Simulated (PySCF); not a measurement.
SMILES O=C/C(=C\[O-])C(F)(F)F, [C₄H₂F₃O₂]-, charge -1

Geometry:
```tsv
atom	x (Å)	y (Å)	z (Å)
O1	-1.120	-2.133	0.102
C2	-1.203	-0.924	-0.105
C3	-0.167	0.057	-0.057
C4	-0.467	1.426	-0.322
O5	-1.561	1.912	-0.612
C6	1.201	-0.375	0.279
F7	2.093	0.648	0.287
F8	1.319	-0.952	1.499
F9	1.720	-1.289	-0.577
H10	-2.191	-0.462	-0.368
H11	0.423	2.109	-0.248
```

Total charge -1.

Theory: quadratic response CAM-B3LYP/aug-cc-pVDZ first hyperpolarisability, Taylor convention, gas phase (PySCF 2.14.0). Geometry: PBE0-D3(BJ)/def2-SVP.

For a gas-phase anion, states above the detachment energy (about 3.3 eV, taken as minus the energy of the highest occupied orbital) lie in the continuum and depend on the basis.

Problem. Give the tensor of the second harmonic β(−2ω;ω,ω) at 1907 nm in the axes of these coordinates.

Solution. In au, Taylor convention; rows are the first index (the induced dipole):
```
      xx      yy     zz      xy     xz     yz
x  -68.6  +121.6  -20.5   +25.8   -9.7  -11.8
y  +26.5  -184.0  -35.5  +126.9  -12.3  +44.1
z   -9.8   +43.1   +3.4   -12.6  -20.3  -34.8
```
Norm of βᵢ = ⅓ Σⱼ (βᵢⱼⱼ + βⱼᵢⱼ + βⱼⱼᵢ): 199.9 au, hyper-Rayleigh value 111.8 au.
